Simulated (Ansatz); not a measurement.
Program: Ansatz. Geometries: PBE0-D4/def2-TZVP. ΔE: electronic, gas phase. CCSD(T)/CBS adds triple-zeta CCSD(T) − MP2 to the extrapolated MP2 energy (def2 sets, frozen cores). This one scheme is used for every species. Each species was taken in one conformer, which may not be the lowest.

Consider the cleavage of the Si–B bond: `B[SiH2]N` + `C=N` → `C=N[SiH2]N` + BH₃.

```json
{"species": "`B[SiH2]N`", "CCSD(T)/CBS(def2) energy (Eh)": "-372.16627"}
{"species": "`C=N`", "CCSD(T)/CBS(def2) energy (Eh)": "-94.52360"}
{"species": "`C=N[SiH2]N`", "CCSD(T)/CBS(def2) energy (Eh)": "-440.16402"}
{"species": "BH₃", "CCSD(T)/CBS(def2) energy (Eh)": "-26.55200"}
```

Q: Work out ΔE.

A: ΔE = (-440.16402) + (-26.55200) − (-372.16627) − (-94.52360) = -0.02615 Eh = -68.7 kJ/mol.

Largest T1 diagnostic among the species: 0.012.

From PBE to PBE0 (25 % exact exchange), in def2-TZVPP and without D4, ΔE moves by −5.5 kJ/mol. The D4 term adds −3.5 kJ/mol with B3LYP and −1.9 kJ/mol with PBE0; it sums over pairs of atoms, weighted by their polarisabilities, and B3LYP, whose exchange is more repulsive, gets the larger term. Leaving LDA and LC-ωPBE aside and taking each functional with its dispersion term where it has one, the values, not all of them listed here, spread over 22.5 kJ/mol, from BHLYP-D4 to PBE-D4. LDA lies −3.8 kJ/mol from PBE without D4.

B3LYP here is the variant with VWN-RPA as its local correlation; programs differ in this.
